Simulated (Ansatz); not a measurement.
Relaxation of Cl$_{5}$H$_{3}$O$_{2}$W (11 atoms, charge 0, multiplicity 1), to a largest force component of 0.03 eV/Å in at most 50 steps.

Computed with RHF/def2-SVP in Ansatz 0.2.0.

```xyz
11
Properties=species:S:1:pos:R:3
W -0.933 0.508 -0.091
Cl -0.791 0.069 2.235
Cl 3.415 -0.311 0.506
O 0.240 1.922 -0.073
H 0.202 2.870 -0.086
Cl -3.196 0.176 -0.212
Cl 0.005 -3.713 0.348
Cl -0.368 -0.497 -2.065
O 1.824 -0.784 0.690
H 0.888 -2.812 0.141
H 1.597 -0.665 1.630
```

Question: Where does it end, and by what steps?

Answer: The forces met the threshold. After 26 steps the energy has fallen by 0.117 eV; O9 moved furthest, 1.21 Å.

| step | energy less start (eV) | largest force component (eV/Å) | accepted |
| --- | --- | --- | --- |
| 0 | 0.0000 | 1.122 | yes |
| 1 | -0.0437 | 0.744 | yes |
| 2 | -0.0477 | 0.747 | yes |
| 3 | -0.0523 | 0.745 | yes |
| 4 | -0.0614 | 0.175 | yes |
| 5 | 0.1638 | 1.243 | no |
| 6 | -0.0675 | 0.163 | yes |
| 7 | -0.0711 | 0.125 | yes |
| 8 | -0.0720 | 0.537 | yes |
| 9 | -0.0775 | 0.189 | yes |
| 10 | -0.0800 | 0.130 | yes |
| 11 | -0.0846 | 0.186 | yes |
| 12 | -0.0746 | 0.344 | no |
| 13 | -0.0927 | 0.270 | yes |
| 14 | -0.0957 | 0.290 | yes |
| 15 | -0.0995 | 0.329 | yes |
| 16 | -0.1028 | 0.241 | yes |
| 17 | -0.1069 | 0.127 | yes |
| 18 | -0.1107 | 0.115 | yes |
| 19 | -0.1095 | 0.317 | no |
| 20 | -0.1124 | 0.091 | yes |
| 21 | -0.1136 | 0.166 | yes |
| 22 | -0.1147 | 0.144 | yes |
| 23 | -0.1152 | 0.099 | yes |
| 24 | -0.1159 | 0.061 | yes |
| 25 | -0.1164 | 0.038 | yes |
| 26 | -0.1167 | 0.026 | yes |

```xyz
11
Properties=species:S:1:pos:R:3
W -1.024 0.763 -0.234
Cl -0.395 0.337 1.974
Cl 3.173 -0.552 0.404
O -0.139 2.359 -0.355
H -0.228 3.301 -0.317
Cl -3.132 -0.104 -0.005
Cl 0.007 -3.574 0.026
Cl -0.528 -0.101 -2.291
O 2.358 -1.576 1.439
H 1.077 -3.062 0.500
H 1.715 -1.028 1.880
```

Whether the end is a true minimum wasn't checked by a vibrational analysis.

Run time: 2.2 min on 4 threads of Arm Neoverse V1, on a shared host, peak memory 0.67 GiB.
